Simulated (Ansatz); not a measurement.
`CC[SiH](F)F`. Total charge 0; spin multiplicity 1.

Cartesian coordinates in Å:
```
C -1.140 0.416 -0.737
C 0.335 0.531 -0.351
Si 0.886 -0.705 0.904
F 0.018 -0.553 2.231
F 0.626 -2.179 0.363
H -1.414 1.167 -1.480
H -1.364 -0.566 -1.160
H -1.789 0.555 0.130
H 0.554 1.529 0.048
H 0.976 0.416 -1.233
H 2.311 -0.611 1.286
```

Problem. Give the diagnostics of a CCSD(T)/def2-TZVPP run (frozen core, Ansatz 0.2.0). (Estimate.)

Solution. The calculation gave: T1 = 0.0107, largest single amplitude 0.016, largest double 0.015, (T) share of the correlation energy 3.1 %, 9 CCSD cycles. The RHF solution is stable towards an unrestricted one. T1 lies under the customary mark of 0.02 for closed shells.
